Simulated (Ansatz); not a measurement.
A nudged elastic band was laid between two geometries of CH₆BrGa (9 atoms, charge 0, multiplicity 1).

The calculation used RKS CAM-B3LYP-D4/def2-SVP in Ansatz 0.2.0.

```
movable images  : 5
climbing image  : yes
spring          : 5.0 eV/Å²
optimiser       : quadratic models (default)
start path      : through a guess of the saddle point
force threshold : 0.05 eV/Å
iteration limit : 60
end points      : relaxed
```

Image 0:

```xyz
9
Properties=species:S:1:pos:R:3
Ga -0.053 0.270 0.058
H -0.120 0.626 1.591
H 1.334 0.361 -0.673
C -1.719 0.046 -0.966
H -2.503 -0.444 -0.370
H -2.101 1.040 -1.257
H -1.565 -0.530 -1.891
Br 0.268 -2.627 0.808
H 0.154 -2.287 2.186
```

Image 6:

```xyz
9
Properties=species:S:1:pos:R:3
Ga 0.119 -0.676 -0.426
H -0.275 0.346 2.032
H 1.447 0.135 -0.469
C -1.683 -0.102 -0.913
H -2.433 -0.848 -0.618
H -1.923 0.862 -0.442
H -1.740 0.039 -2.003
Br 0.378 -2.897 0.161
H -0.196 -0.403 2.162
```

Q: Which bonds break or form, and what moves?

A: Bonds broken: Ga1–H2, Br8–H9. Bonds formed: Ga1–Br8, H2–H9. CH6BrGa becomes CH4BrGa + H2.

Q: Give the energies along the band, and the barrier.

A: The run converged. The highest image is number 3 of 0 to 6, 5.7 kcal/mol above the first end and 30.0 kcal/mol above the last; the last end lies 24.3 kcal/mol below the first. A vibrational analysis at the climbing image gives one clearly imaginary mode, 778i cm⁻¹: a first-order saddle point. The orbitals stay closed-shell, which can raise the energy where a bond breaks towards radicals; this wasn't checked here.

```tsv
image	path coordinate (Å)	energy (kcal/mol)	Ga1–H2 (Å)	Br8–H9 (Å)	Ga1–Br8 (Å)
0	0.00	0.0	1.58	1.42	3.01
1	0.53	0.6	1.58	1.43	3.04
2	1.06	2.1	1.59	1.45	3.03
3	1.59	5.7	1.68	1.61	2.76
4	2.34	-16.7	2.08	2.30	2.40
5	3.08	-24.1	2.55	3.03	2.32
6	3.83	-24.3	2.69	3.25	2.31
```

Q: What is the geometry of the highest image?

A: 
```xyz
9
Properties=species:S:1:pos:R:3
Ga -0.002 -0.035 0.006
H -0.140 -0.051 1.675
H 1.438 0.354 -0.418
C -1.721 0.006 -0.916
H -2.470 -0.586 -0.374
H -2.083 1.042 -0.998
H -1.616 -0.403 -1.931
Br 0.266 -2.643 0.853
H 0.024 -1.226 1.588
```

Q: What are the harmonic wavenumbers there?

A: 778i, 72, 104, 175, 372, 523, 593, 664, 757, 810, 957, 1025, 1241, 1268, 1434, 1440, 1722, 2044, 3065, 3160, 3179 cm⁻¹.

Time of the run: 87 s on 4 threads of Arm Neoverse V2 (shared host), peak memory 0.33 GiB.
